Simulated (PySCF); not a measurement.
BP86 on V⁻ (vanadium, charge -1), [Ar] 3d4 4s2, high-spin 5D determinant. Computed with PySCF 2.14 in aug-cc-pwCVTZ-DK, with scalar relativity by spin-free X2C-1e.

```
cycle= 1 E= -949.351023937118  delta_E= -0.0229  |g|= 0.195  |ddm|= 4.37
cycle= 2 E= -949.262259135043  delta_E= 0.0888  |g|= 0.543  |ddm|= 1.28
cycle= 3 E= -949.365030770491  delta_E= -0.103  |g|= 0.0425  |ddm|= 0.862
cycle= 4 E= -949.365750953443  delta_E= -0.00072  |g|= 0.0121  |ddm|= 0.104
cycle= 5 E= -949.365833050958  delta_E= -8.21e-05  |g|= 0.00606  |ddm|= 0.0825
cycle= 6 E= -949.365859272623  delta_E= -2.62e-05  |g|= 0.000241  |ddm|= 0.0146
cycle= 7 E= -949.36585940358  delta_E= -1.31e-07  |g|= 4.89e-05  |ddm|= 0.006
cycle= 8 E= -949.365859408016  delta_E= -4.44e-09  |g|= 1.96e-05  |ddm|= 0.00163
cycle= 9 E= -949.365859408497  delta_E= -4.81e-10  |g|= 1.36e-06  |ddm|= 0.000355
converged SCF energy = -949.365859408497  <S^2> = 6.0623956  2S+1 = 5.0248963
```

Highest occupied orbital energy: 1.861 eV; ⟨L²⟩ = 6.04; populations by l: s 8.00, p 12.00, d 4.00, f 0.00.

(1) Can this result be used?

## Answers

(1) With care. The run converged. ⟨S²⟩ = 6.06 against 6.00 shows spin contamination. At BP86 the highest occupied level has a positive energy, so only the finite basis holds that electron; in a semilocal or global hybrid functional this comes from self-interaction and does not mean that the real anion is unbound.
